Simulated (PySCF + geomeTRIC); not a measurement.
The multiplicity is imposed and other spin states were not computed.

Method: BP86-D3(BJ)/def2-SVP run with PySCF + geomeTRIC. fastk is a local helper that only speeds up exchange builds. No frequencies were computed at this level.

```python
import json, numpy as np
from pyscf import gto, dft
from fastk import lowrank_exchange
atoms = """
Pt     0.085990    -0.262573    -0.078157
Cl    -0.563408     1.720738     0.512191
Cl    -1.801243    -1.331084    -0.438473
Cl     2.278662    -0.127078     0.004438
"""
def scf(charge, spin, dm0=None):
    mol = gto.M(atom=atoms, basis='def2-svp', ecp={'Pt': 'def2-svp'}, charge=charge, spin=spin, verbose=3, max_memory=5040)
    mf = dft.KS(mol, xc='bp86').density_fit(auxbasis="def2-universal-jkfit")
    mf.disp = 'd3bj'
    mf.grids.level = 3
    mf.conv_tol = 1e-8
    mf.max_cycle = 120
    mf.level_shift = 0.25
    mf.kernel(dm0)
    if not mf.converged:
        mf = mf.newton().run(mf.mo_coeff, mf.mo_occ).undo_soscf()
    return mf
mf = scf(0, 1)
lowrank_exchange(mf)  # same exchange matrices as the stock routine, built faster for response steps
mo, _, stable, _ = mf.stability(return_status=True)
if not stable:
    mf.kernel(mf.make_rdm1(mo, mf.mo_occ))
del mf.get_jk
from pyscf.geomopt.geometric_solver import kernel as optimize
path = []
done, mol = optimize(mf, maxsteps=120, assert_convergence=False, callback=lambda env: path.append((env["energy"], bool(env["g_scanner"].converged))))
res = dict(converged=bool(done and path[-1][1]), energy=path[-1][0], path=[e for e, c in path], xyz=mol.atom_coords(unit="Angstrom").tolist(), nao=mol.nao)
json.dump(res, open("result.json", "w"))
```

Output:

```
converged SCF energy = -1499.8348867355  <S^2> = 0.75135689  2S+1 = 2.0013564
<class 'pyscf.df.df_jk.DFUKS'> wavefunction is stable in the internal stability analysis
Geometry optimization cycle 1
converged SCF energy = -1499.83488679413  <S^2> = 0.75136076  2S+1 = 2.0013603
cycle 1: E = -1499.83488679  dE = -1499.83  norm(grad) = 0.0365388
Geometry optimization cycle 2
converged SCF energy = -1499.83817106548  <S^2> = 0.7514955  2S+1 = 2.0014949
cycle 2: E = -1499.83817107  dE = -0.00328427  norm(grad) = 0.00286578
Geometry optimization cycle 3
converged SCF energy = -1499.83824097957  <S^2> = 0.75147874  2S+1 = 2.0014782
cycle 3: E = -1499.83824098  dE = -6.99141e-05  norm(grad) = 0.00199858
Geometry optimization cycle 4
converged SCF energy = -1499.83798253731  <S^2> = 0.75163981  2S+1 = 2.0016391
cycle 4: E = -1499.83798254  dE = 0.000258442  norm(grad) = 0.00933274
Geometry optimization cycle 5
converged SCF energy = -1499.83845105713  <S^2> = 0.75149537  2S+1 = 2.0014948
cycle 5: E = -1499.83845106  dE = -0.00046852  norm(grad) = 0.00250839
Geometry optimization cycle 6
converged SCF energy = -1499.83855043959  <S^2> = 0.75152433  2S+1 = 2.0015237
cycle 6: E = -1499.83855044  dE = -9.93825e-05  norm(grad) = 0.0022358
Geometry optimization cycle 7
SCF not converged.
cycle 7: E = -1499.83873754  dE = -0.000187099  norm(grad) = 0.00587762
Geometry optimization cycle 8
converged SCF energy = -1499.83883674675  <S^2> = 0.7515963  2S+1 = 2.0015957
cycle 8: E = -1499.83883675  dE = -9.92081e-05  norm(grad) = 0.00256388
Geometry optimization cycle 9
SCF not converged.
cycle 9: E = -1499.83894685  dE = -0.000110105  norm(grad) = 0.00254525
Geometry optimization cycle 10
converged SCF energy = -1499.83834517068  <S^2> = 0.75151273  2S+1 = 2.0015122
cycle 10: E = -1499.83834517  dE = 0.000601681  norm(grad) = 0.00747551
Geometry optimization cycle 11
SCF not converged.
cycle 11: E = -1499.83899363  dE = -0.000648458  norm(grad) = 0.00234975
Geometry optimization cycle 12
converged SCF energy = -1499.83904299821  <S^2> = 0.75153926  2S+1 = 2.0015387
cycle 12: E = -1499.839043  dE = -4.93696e-05  norm(grad) = 0.000605699
Geometry optimization cycle 13
SCF not converged.
cycle 13: E = -1499.83905249  dE = -9.49524e-06  norm(grad) = 0.000490396
Geometry optimization cycle 14
SCF not converged.
cycle 14: E = -1499.83905058  dE = 1.90896e-06  norm(grad) = 0.000761068
Geometry optimization cycle 15
SCF not converged.
cycle 15: E = -1499.83905706  dE = -6.48049e-06  norm(grad) = 0.000363567
Geometry optimization cycle 16
SCF not converged.
cycle 16: E = -1499.83905766  dE = -5.95632e-07  norm(grad) = 0.000152779
Geometry optimization cycle 17
SCF not converged.
cycle 17: E = -1499.83905782  dE = -1.57143e-07  norm(grad) = 0.000377045
Geometry optimization cycle 18
SCF not converged.
cycle 18: E = -1499.83905399  dE = 3.8286e-06  norm(grad) = 0.000692585
Geometry optimization cycle 19
SCF not converged.
cycle 19: E = -1499.8390576  dE = -3.60828e-06  norm(grad) = 0.000262341
Geometry optimization cycle 20
converged SCF energy = -1499.83905810807  <S^2> = 0.75151084  2S+1 = 2.0015103
cycle 20: E = -1499.83905811  dE = -5.10635e-07  norm(grad) = 0.000222969
Geometry optimization cycle 21
converged SCF energy = -1499.8390579829  <S^2> = 0.75151233  2S+1 = 2.0015118
cycle 21: E = -1499.83905798  dE = 1.25178e-07  norm(grad) = 9.28212e-05
Geometry optimization cycle 22
converged SCF energy = -1499.83905756389  <S^2> = 0.75151356  2S+1 = 2.001513
cycle 22: E = -1499.83905756  dE = 4.19005e-07  norm(grad) = 0.000204139
<class 'geometric.internal.Distance'> : 3
<class 'geometric.internal.Angle'> : 2
<class 'geometric.internal.OutOfPlane'> : 1
<class 'geometric.internal.TranslationX'> : 1
<class 'geometric.internal.TranslationY'> : 1
<class 'geometric.internal.TranslationZ'> : 1
<class 'geometric.internal.RotationA'> : 1
<class 'geometric.internal.RotationB'> : 1
<class 'geometric.internal.RotationC'> : 1
Step    0 : Gradient = 1.827e-02/2.132e-02 (rms/max) Energy = -1499.8348867941
Step    1 : Displace = 5.908e-02/7.703e-02 (rms/max) Trust = 1.000e-01 (=) Grad = 1.433e-03/1.802e-03 (rms/max) E (change) = -1499.8381710655 (-3.284e-03) Quality = 0.927
Step    2 : Displace = 9.086e-03/1.027e-02 (rms/max) Trust = 1.414e-01 (+) Grad = 9.993e-04/1.422e-03 (rms/max) E (change) = -1499.8382409796 (-6.991e-05) Quality = 1.809
Step    3 : Displace = 9.679e-02/1.397e-01 (rms/max) Trust = 2.000e-01 (+) Grad = 4.666e-03/6.995e-03 (rms/max) E (change) = -1499.8379825373 (+2.584e-04) Quality = -0.963
Step    4 : Displace = 4.735e-02/6.735e-02 (rms/max) Trust = 4.840e-02 (-) Grad = 1.254e-03/1.788e-03 (rms/max) E (change) = -1499.8384510571 (-4.685e-04) Quality = 0.840
Step    5 : Displace = 1.725e-02/1.964e-02 (rms/max) Trust = 6.844e-02 (+) Grad = 1.118e-03/1.754e-03 (rms/max) E (change) = -1499.8385504396 (-9.938e-05) Quality = 1.807
Step    6 : Displace = 9.186e-02/1.072e-01 (rms/max) Trust = 9.679e-02 (+) Grad = 2.939e-03/4.478e-03 (rms/max) E (change) = -1499.8387375386 (-1.871e-04) Quality = 0.522
Step    7 : Displace = 3.859e-02/4.415e-02 (rms/max) Trust = 9.679e-02 (=) Grad = 1.282e-03/2.049e-03 (rms/max) E (change) = -1499.8388367468 (-9.921e-05) Quality = 0.713
Step    8 : Displace = 2.820e-02/3.048e-02 (rms/max) Trust = 9.679e-02 (=) Grad = 1.273e-03/1.917e-03 (rms/max) E (change) = -1499.8389468513 (-1.101e-04) Quality = 1.844
Step    9 : Displace = 1.253e-01/1.344e-01 (rms/max) Trust = 1.369e-01 (+) Grad = 3.738e-03/6.227e-03 (rms/max) E (change) = -1499.8383451707 (+6.017e-04) Quality = -2.924
Step   10 : Displace = 6.200e-02/6.719e-02 (rms/max) Trust = 6.264e-02 (x) Grad = 1.175e-03/1.908e-03 (rms/max) E (change) = -1499.8389936286 (-4.678e-05) Quality = 0.304
Step   11 : Displace = 3.023e-02/3.445e-02 (rms/max) Trust = 6.264e-02 (=) Grad = 3.028e-04/4.588e-04 (rms/max) E (change) = -1499.8390429982 (-4.937e-05) Quality = 0.579
Step   12 : Displace = 9.653e-03/1.061e-02 (rms/max) Trust = 6.264e-02 (=) Grad = 2.452e-04/3.944e-04 (rms/max) E (change) = -1499.8390524935 (-9.495e-06) Quality = 1.576
Step   13 : Displace = 1.876e-02/2.032e-02 (rms/max) Trust = 8.858e-02 (+) Grad = 3.805e-04/6.189e-04 (rms/max) E (change) = -1499.8390505845 (+1.909e-06) Quality = -0.244
Step   14 : Displace = 8.561e-03/9.360e-03 (rms/max) Trust = 9.380e-03 (-) Grad = 1.818e-04/2.607e-04 (rms/max) E (change) = -1499.8390570650 (-6.480e-06) Quality = 1.316
Step   15 : Displace = 2.200e-03/2.704e-03 (rms/max) Trust = 1.327e-02 (+) Grad = 7.639e-05/1.065e-04 (rms/max) E (change) = -1499.8390576606 (-5.956e-07) Quality = 0.750
Step   16 : Displace = 1.526e-03/1.819e-03 (rms/max) Trust = 1.876e-02 (+) Grad = 1.885e-04/3.015e-04 (rms/max) E (change) = -1499.8390578178 (-1.571e-07) Quality = 0.322
Step   17 : Displace = 1.228e-02/1.440e-02 (rms/max) Trust = 1.876e-02 (=) Grad = 3.463e-04/5.306e-04 (rms/max) E (change) = -1499.8390539892 (+3.829e-06) Quality = -1.401
Step   18 : Displace = 6.272e-03/7.288e-03 (rms/max) Trust = 6.139e-03 (x) Grad = 1.312e-04/2.110e-04 (rms/max) E (change) = -1499.8390575974 (+2.203e-07) Quality = -0.106
Step   19 : Displace = 1.356e-03/1.577e-03 (rms/max) Trust = 3.070e-03 (-) Grad = 1.115e-04/1.784e-04 (rms/max) E (change) = -1499.8390581081 (-5.106e-07) Quality = 1.449
Step   20 : Displace = 2.378e-03/3.180e-03 (rms/max) Trust = 4.341e-03 (+) Grad = 4.641e-05/6.453e-05 (rms/max) E (change) = -1499.8390579829 (+1.252e-07) Quality = -0.114
Step   21 : Displace = 1.091e-03/1.364e-03 (rms/max) Trust = 1.189e-03 (-) Grad = 1.021e-04/1.628e-04 (rms/max) E (change) = -1499.8390575639 (+4.190e-07) Quality = -0.299
Converged! =D
```

Cost: around 22 core-minutes (rough).
